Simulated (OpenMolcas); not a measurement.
## What dynamic correlation does to the levels of Br III

```
Program             : OpenMolcas 26.06
Basis               : ANO-RCC-VTZP [6s5p3d1f]
Scalar Hamiltonian  : DKH2, point nucleus
Active space        : 5 electrons in 9 orbitals (RAS2 4s 4p; RAS3 4d, at most 2 electrons)
State averaging     : 2S+1 = 4 odd, 1 root; 2S+1 = 2 odd, 11 roots; 2S+1 = 4 even, 7 roots kept (CI in the orbitals of an earlier block); 2S+1 = 2 even, 3 roots kept (CI in the orbitals of an earlier block)
Spin-orbit coupling : state interaction with AMFI integrals over the reference wave functions, term energies averaged over their components
```

Methods on the same reference wave functions:
A. RASSCF
B. SS-RASPT2, IPEA 0.25 Eh, imaginary shift 0.1 Eh (closed shells correlated: 3d)
C. MS-RASPT2, IPEA 0.25 Eh, imaginary shift 0.1 Eh (closed shells correlated: 3d)
D. XMS-RASPT2, IPEA 0.25 Eh, imaginary shift 0.1 Eh (closed shells correlated: 3d)

Energies in cm-1 above 4s2 4p3 4S* 3/2, the measured ground level; measured values from Moore, Atomic Energy Levels, vol. II, NSRDS-NBS 35 (1971 reprint of NBS Circular 467, 1952).

| Level | A | B | C | D | Measured |
| --- | --- | --- | --- | --- | --- |
| 4s2 4p3 4S* 3/2 | 0.0 | 0.0 | 0.0 | 0.0 | 0.0 |
| 4s2 4p3 2D* 3/2 | 19739 | 16500 | 16500 | 16380 |  |
| 4s2 4p3 2D* 5/2 | 20601 | 17340 | 17340 | 17210 |  |
| 4s2 4p3 2P* 1/2 | 31696 | 28710 | 28650 | 28820 | 26915 |
| 4s2 4p3 2P* 3/2 | 32777 | 29800 | 29760 | 29910 | 28579 |

Deviations, from unrounded energies. A percentage is the sum of absolute deviations over the sum of measured energies, with the sign that they share, or ± where signs differ.

```tsv
Against measurement	Levels	A	B	C	D
mean absolute deviation (cm-1)	2	4500	1500	1500	1600
other terms of the ground configuration (%)	2	+16.2	+5.4	+5.2	+5.8
```

B, C lie about equally close to measurement and A furthest from it. The largest miss of C in the table is 4s2 4p3 2P* 1/2, by +1700 cm-1. The ranking rests on the paired levels alone, and a cruder setting can come out closer through cancelling errors.

Among B to D the level of the table that moves most is 4s2 4p3 2P* 1/2, by 170 cm-1 (lowest in C, highest in D). Moves below CASPT2's spread within the term are not significant.

From A to B the spin-free energies of the other terms of 4s2 4p3 shown, above 4S*, scale by factors of 0.84 to 0.90.

The lowest spin-free term lies below A's lowest term by 0.069 hartree in B, 0.069 hartree in C, 0.069 hartree in D.

CASPT2 does not keep the components of a term degenerate, so their means are used; among the terms shown or strongly mixed into the levels shown the widest spread is 32 cm-1 (4s2 4p3 2D*, D). Over all roots computed the reference weight is 0.93 to 0.99 in B, 0.93 to 0.99 in C, 0.93 to 0.99 in D; the roots of lowest weight are the least certain, and an intruder state may touch them. The run also gave levels led by 4s2 4p2 4d, which use shells meant for correlation; these and all levels above them are left out. Measured partners are found by configuration, term and J. A level has none where our copy of the source lacks it or the pairing is in doubt (some pairs that miss far off the trend of their configuration count as doubtful), and it then counts in no deviation. Only configurations of the active space appear. Levels that lie high or do not pair safely by name in every column are left out.

* marks odd parity.
